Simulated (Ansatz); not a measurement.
`CN(C)P` and `C[N](C)[MgH]` differ in one atom or group.

Ansatz, PBE0-D4/def2-TZVP geometries, multiplicity 1. Each molecule was computed in one conformer, which needn't be the lowest.

| property | `CN(C)P` |
| --- | --- |
| HOMO–LUMO gap (PBE0/def2-TZVPP) / eV | 6.98 |
| HOMO–LUMO gap (B3LYP/def2-TZVPP) / eV | 6.53 |
| LUMO energy (B3LYP/def2-TZVPP) / eV | 0.16 |
| size of the dipole moment (ωB97M-V/def2-TZVPP) / D | 1.30 |
| HOMO energy (B3LYP/def2-TZVPP) / eV | -6.37 |
| size of the dipole moment (B3LYP/def2-TZVPP) / D | 1.31 |

Problem. What does the change do to each property? (Best estimate.)

Solution. The calculation gave: 
```csv
property,`C[N](C)[MgH]`,shift
HOMO–LUMO gap (PBE0/def2-TZVPP) / eV,4.93,-2.05
HOMO–LUMO gap (B3LYP/def2-TZVPP) / eV,4.48,-2.05
LUMO energy (B3LYP/def2-TZVPP) / eV,-0.77,-0.93
size of the dipole moment (ωB97M-V/def2-TZVPP) / D,0.23,-1.07
HOMO energy (B3LYP/def2-TZVPP) / eV,-5.26,1.11
size of the dipole moment (B3LYP/def2-TZVPP) / D,0.22,-1.09
```

With PBE0 the HOMO rises by 1.14 eV and the LUMO falls by 0.92 eV, so the gap narrows by about 2.06 eV. PBE moves the HOMO by 1.03 eV and ωB97M-V by 1.12 eV. The zero-point energy changes by -38.0 kJ/mol with -3 modes. Dipoles are sizes alone; their direction can turn.

B3LYP here is the variant with VWN-RPA as its local correlation; programs differ in this.
